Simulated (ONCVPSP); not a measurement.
# Pseudopotential generation for germanium (Ge): ONCV, LDA (Perdew-Zunger), scalar-relativistic.

ONCVPSP 4.0.1 input, shortened (lines: element, Z, core and valence counts, functional; n l f; lmax; l rc ep ncon nbas qcut; lloc lpopt rc5 dvloc0; l nproj debl; icmod fcfact rcfact), LDA (Perdew-Zunger), scalar-relativistic:

```
  Ge 32.00    3    5        3      upf
    1    0    2.00
    2    0    2.00
    2    1    6.00
    3    0    2.00
    3    1    6.00
    3    2   10.00
    4    0    2.00
    4    1    2.00
    3
    0    0.85    0.00    4    7   16.90
    1    1.20    0.00    4    9   13.50
    2    1.15    0.00    4    9   14.60
    3    1.15    0.02    4    8    9.20
    4    5    0.80    1.00
    0    2    1.40
    1    2    3.70
    2    3    1.10
    3    1    3.40
    3    2.00    1.20
```

All-electron outer shells of the reference configuration (LDA (Perdew-Zunger), scalar-relativistic, ld1.x):

```
shell  level (eV)  outermost node (bohr)  outermost maximum (bohr)
   2s    -1369.45                   0.06                      0.18
   2p    -1198.06                      –                      0.14
   3s     -167.73                   0.26                      0.54
   3p     -115.38                   0.23                      0.54
   3d      -29.55                      –                      0.50
   4s      -11.95                   0.77                      1.73
   4p       -4.05                   0.82                      2.19
```

Q: Does this generation succeed?

A: No. ONCVPSP 4.0.1 stopped with "ERROR pspot: first pseudo wave function has node, program will stop": the optimised pseudo-wave of the first projector has a node, so the radial equation cannot be inverted for a potential. It happened in the f channel.
